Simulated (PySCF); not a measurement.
C2H6N, doublet, at a GFN2-xTB geometry; R2SCAN/6-31G* (PySCF).

PySCF was given this input:
```python
from pyscf import gto, scf, dft

mol = gto.Mole()
mol.atom = '''
    C     1.23129600   -0.25669769   -0.09655273
    C    -0.05799116    0.17393746    0.49940779
    N    -1.20100732    0.14966202   -0.31016964
    H     1.64723200    0.48863493   -0.78864494
    H     1.96813276   -0.42204686    0.68733552
    H     1.10338449   -1.18365188   -0.65721155
    H    -0.05524989    0.94758192    1.24931036
    H    -2.06668125    0.26362547    0.19896649
    H    -1.22959588   -0.64521633   -0.93569883
'''
mol.basis = '6-31g*'
mol.spin = 1
mol.verbose = 4
mol.build()

mf = dft.UKS(mol)
mf.xc = 'r2scan'
mf.DIIS = scf.ADIIS
mf.kernel()
mf.analyze()
```

The log (banner, timings and long lists left out):

```
PySCF version 2.14.0

[INPUT] verbose = 4
[INPUT] num. atoms = 9
[INPUT] num. electrons = 25
[INPUT] charge = 0
[INPUT] spin (= nelec alpha-beta = 2S) = 1
[INPUT] symmetry False subgroup None
[INPUT] Mole.unit = angstrom
[INPUT] Symbol           X                Y                Z      unit          X                Y                Z       unit  Magmom
[INPUT]  1 C      1.231296000000  -0.256697690000  -0.096552730000 AA    2.326812218272  -0.485088330909  -0.182458216279 Bohr   0.0
[INPUT]  2 C     -0.057991160000   0.173937460000   0.499407790000 AA   -0.109587410046   0.328694162202   0.943743947574 Bohr   0.0
[INPUT]  3 N     -1.201007320000   0.149662020000  -0.310169640000 AA   -2.269574908398   0.282820229049  -0.586135671755 Bohr   0.0
[INPUT]  4 H      1.647232000000   0.488634930000  -0.788644940000 AA    3.112817343620   0.923386192596  -1.490322946124 Bohr   0.0
[INPUT]  5 H      1.968132760000  -0.422046860000   0.687335520000 AA    3.719231893184  -0.797552977133   1.298875888486 Bohr   0.0
[INPUT]  6 H      1.103384490000  -1.183651880000  -0.657211550000 AA    2.085094496193  -2.236777880027  -1.241949835401 Bohr   0.0
[INPUT]  7 H     -0.055249890000   0.947581920000   1.249310360000 AA   -0.104407160512   1.790670309390   2.360854424982 Bohr   0.0
[INPUT]  8 H     -2.066681250000   0.263625470000   0.198966490000 AA   -3.905461549274   0.498179937760   0.375992174066 Bohr   0.0
[INPUT]  9 H     -1.229595880000  -0.645216330000  -0.935698830000 AA   -2.323599457094  -1.219282154797  -1.768214523776 Bohr   0.0

nuclear repulsion = 76.5135917641995
number of shells = 30
number of NR pGTOs = 105
number of NR cGTOs = 54
basis = 6-31g*
ecp = {}

******** <class 'pyscf.dft.uks.UKS'> ********
method = UKS
initial guess = minao
damping factor = 0
level_shift factor = 0
DIIS = <class 'pyscf.scf.diis.ADIIS'>
diis_start_cycle = 1
diis_space = 8
diis_damp = 0
SCF conv_tol = 1e-09
SCF conv_tol_grad = None
SCF max_cycles = 50
direct_scf = True
direct_scf_tol = 1e-13
number electrons alpha = 13  beta = 12
XC library pyscf.dft.libxc version 7.1.2
    S. Lehtola, C. Steigemann, M. J. T. Oliveira, and M. A. L. Marques,  SoftwareX 7, 1–5 (2018)
XC functionals = r2scan
    J. W. Furness, A. D. Kaplan, J. Ning, J. P. Perdew, and J. Sun,  J. Phys. Chem. Lett. 11, 8208–8215 (2020)
    J. W. Furness, A. D. Kaplan, J. Ning, J. P. Perdew, and J. Sun,  J. Phys. Chem. Lett. 11, 9248–9248 (2020)
    J. W. Furness, A. D. Kaplan, J. Ning, J. P. Perdew, and J. Sun,  J. Phys. Chem. Lett. 11, 8208–8215 (2020)
    J. W. Furness, A. D. Kaplan, J. Ning, J. P. Perdew, and J. Sun,  J. Phys. Chem. Lett. 11, 9248–9248 (2020)
radial grids:
    Treutler-Ahlrichs [JCP 102, 346 (1995); DOI:10.1063/1.469408] (M4) radial grids

becke partition: Becke, JCP 88, 2547 (1988); DOI:10.1063/1.454033
pruning grids: <function nwchem_prune>
grids dens level: 3
symmetrized grids: False
atomic radii adjust function: <function treutler_atomic_radii_adjust>
small_rho_cutoff = 0
Set gradient conv threshold to 3.16228e-05
tot grids = 100992
init E= -134.481074374009

cycle= 1 E= -134.374263110581  delta_E= 0.107  |g|= 0.296  |ddm|= 1.85
cycle= 2 E= -134.354704526521  delta_E= 0.0196  |g|= 0.364  |ddm|= 0.649
cycle= 3 E= -134.423068562264  delta_E= -0.0684  |g|= 0.0249  |ddm|= 0.352
cycle= 4 E= -134.423104990168  delta_E= -3.64e-05  |g|= 0.0259  |ddm|= 0.0571
cycle= 5 E= -134.423446407178  delta_E= -0.000341  |g|= 0.00854  |ddm|= 0.0311
cycle= 6 E= -134.423403502912  delta_E= 4.29e-05  |g|= 0.0129  |ddm|= 0.0175
cycle= 7 E= -134.423482226036  delta_E= -7.87e-05  |g|= 0.00176  |ddm|= 0.00902
cycle= 8 E= -134.42348111302  delta_E= 1.11e-06  |g|= 0.00249  |ddm|= 0.00366
cycle= 9 E= -134.423484180738  delta_E= -3.07e-06  |g|= 0.000288  |ddm|= 0.00208
cycle= 10 E= -134.423484198861  delta_E= -1.81e-08  |g|= 0.000344  |ddm|= 0.000604
cycle= 11 E= -134.423484241047  delta_E= -4.22e-08  |g|= 0.000183  |ddm|= 0.000427
cycle= 12 E= -134.423484249428  delta_E= -8.38e-09  |g|= 0.000144  |ddm|= 0.000252
cycle= 13 E= -134.423484256737  delta_E= -7.31e-09  |g|= 6.59e-05  |ddm|= 0.000152
cycle= 14 E= -134.423484257303  delta_E= -5.66e-10  |g|= 5.84e-05  |ddm|= 9.55e-05
cycle= 15 E= -134.42348425882  delta_E= -1.52e-09  |g|= 1.29e-05  |ddm|= 5.42e-05
cycle= 16 E= -134.423484258895  delta_E= -7.52e-11  |g|= 4.49e-06  |ddm|= 7.32e-06
Extra cycle  E= -134.423484258903  delta_E= -7.47e-12  |g|= 5.94e-06  |ddm|= 9.02e-06
converged SCF energy = -134.423484258903  <S^2> = 0.75483478  2S+1 = 2.0048289
**** SCF Summaries ****
Total Energy =                        -134.423484258902960
Nuclear Repulsion Energy =              76.513591764199475
One-electron Energy =                 -331.787726140672703
Two-electron Energy =                  120.850650117570268
Two-electron Coulomb Energy =          140.789881736843341
DFT Exchange-Correlation Energy =      -19.939231619273073
**** MO energy ****
                             alpha | beta                alpha | beta
MO #1   energy= -14.1653448959085  | -14.1609867736621  occ= 1 | 1
MO #2   energy= -10.042971696048   | -10.0285598588777  occ= 1 | 1
MO #3   energy= -10.0211467019887  | -10.0220707472662  occ= 1 | 1
MO #4   energy= -0.857952507649183 | -0.846566197453374 occ= 1 | 1
MO #5   energy= -0.691512284653963 | -0.682409575509703 occ= 1 | 1
MO #6   energy= -0.556388433159961 | -0.537205564171792 occ= 1 | 1
MO #7   energy= -0.474159027110026 | -0.469948939439805 occ= 1 | 1
MO #8   energy= -0.410491256445749 | -0.4033696482182   occ= 1 | 1
MO #9   energy= -0.377940181011824 | -0.363103772784749 occ= 1 | 1
MO #10  energy= -0.34219917518416  | -0.338611251496559 occ= 1 | 1
MO #11  energy= -0.32483786960443  | -0.318626284421033 occ= 1 | 1
MO #12  energy= -0.27949505805927  | -0.244380150066073 occ= 1 | 1
MO #13  energy= -0.101173893857259 | 0.0012567234096581 occ= 1 | 0
MO #14  energy= 0.0904022390144581 | 0.096349897123245  occ= 0 | 0
MO #15  energy= 0.127015497549463  | 0.130681023205129  occ= 0 | 0
MO #16  energy= 0.139361658803179  | 0.146834629531956  occ= 0 | 0
MO #17  energy= 0.176726051319417  | 0.186075999410761  occ= 0 | 0
MO #18  energy= 0.182159370883869  | 0.194226404087553  occ= 0 | 0
MO #19  energy= 0.184769700142029  | 0.196688192662932  occ= 0 | 0
MO #20  energy= 0.264547837319532  | 0.279263223943452  occ= 0 | 0
MO #21  energy= 0.294183978453325  | 0.30992526359364   occ= 0 | 0

To work with the spin densities directly, `use mulliken_meta_spin()` only printing them here.

 ** Mulliken spin pop alpha/beta on meta-lowdin orthogonal AOs **
 ** Mulliken Spin Density (per AO)  **
spin_pop of  0 C 1s        0.00000
spin_pop of  0 C 2s       -0.00750
spin_pop of  0 C 3s        0.00014
spin_pop of  0 C 2px      -0.01904
spin_pop of  0 C 2py      -0.01444
spin_pop of  0 C 2pz      -0.01103
spin_pop of  0 C 3px       0.00045
spin_pop of  0 C 3py       0.00057
spin_pop of  0 C 3pz       0.00013
spin_pop of  0 C 3dxy      0.00031
spin_pop of  0 C 3dyz      0.00009
spin_pop of  0 C 3dz^2     0.00012
spin_pop of  0 C 3dxz      0.00022
spin_pop of  0 C 3dx2-y2    0.00005
spin_pop of  1 C 1s       -0.00001
spin_pop of  1 C 2s        0.07141
spin_pop of  1 C 3s        0.00151
spin_pop of  1 C 2px       0.03382
spin_pop of  1 C 2py       0.45301
spin_pop of  1 C 2pz       0.25075
spin_pop of  1 C 3px       0.00045
spin_pop of  1 C 3py       0.00273
spin_pop of  1 C 3pz       0.00198
spin_pop of  1 C 3dxy      0.00010
spin_pop of  1 C 3dyz     -0.00097
spin_pop of  1 C 3dz^2     0.00011
spin_pop of  1 C 3dxz     -0.00006
spin_pop of  1 C 3dx2-y2   -0.00022
spin_pop of  2 N 1s       -0.00000
spin_pop of  2 N 2s        0.01496
spin_pop of  2 N 3s        0.00123
spin_pop of  2 N 2px      -0.00667
spin_pop of  2 N 2py       0.09378
spin_pop of  2 N 2pz       0.06672
spin_pop of  2 N 3px       0.00026
spin_pop of  2 N 3py       0.00256
spin_pop of  2 N 3pz       0.00185
spin_pop of  2 N 3dxy      0.00027
spin_pop of  2 N 3dyz     -0.00036
spin_pop of  2 N 3dz^2     0.00011
spin_pop of  2 N 3dxz     -0.00000
spin_pop of  2 N 3dx2-y2   -0.00011
spin_pop of  3 H 1s        0.06094
spin_pop of  3 H 2s        0.00086
spin_pop of  4 H 1s        0.00816
spin_pop of  4 H 2s        0.00010
spin_pop of  5 H 1s        0.01328
spin_pop of  5 H 2s        0.00010
spin_pop of  6 H 1s       -0.02350
spin_pop of  6 H 2s        0.00021
spin_pop of  7 H 1s        0.00065
spin_pop of  7 H 2s        0.00019
spin_pop of  8 H 1s       -0.00032
spin_pop of  8 H 2s        0.00005
 ** Mulliken Spin Density (per atom)  **
spin density of  0 C =     -0.04992
spin density of  1 C =      0.81460
spin density of  2 N =      0.17460
spin density of  3 H =      0.06180
spin density of  4 H =      0.00826
spin density of  5 H =      0.01338
spin density of  6 H =     -0.02329
spin density of  7 H =      0.00084
spin density of  8 H =     -0.00027
 ** Mulliken pop alpha/beta on meta-lowdin orthogonal AOs **
 ** Mulliken pop       alpha | beta **
In total            13.00000 | 12.00000
 ** Mulliken atomic charges   ( Nelec_alpha | Nelec_beta ) **
charge of  0C =     -0.32061  (     3.13535      3.18527 )
charge of  1C =     -0.12228  (     3.46844      2.65384 )
charge of  2N =     -0.40312  (     3.78886      3.61426 )
charge of  3H =      0.09982  (     0.48099      0.41919 )
charge of  4H =      0.11492  (     0.44667      0.43841 )
charge of  5H =      0.09959  (     0.45689      0.44352 )
charge of  6H =      0.09703  (     0.43984      0.46313 )
charge of  7H =      0.22031  (     0.39027      0.38942 )
charge of  8H =      0.21434  (     0.39269      0.39297 )
Dipole moment(X, Y, Z, Debye): -0.77525, -0.71452,  0.02791
```
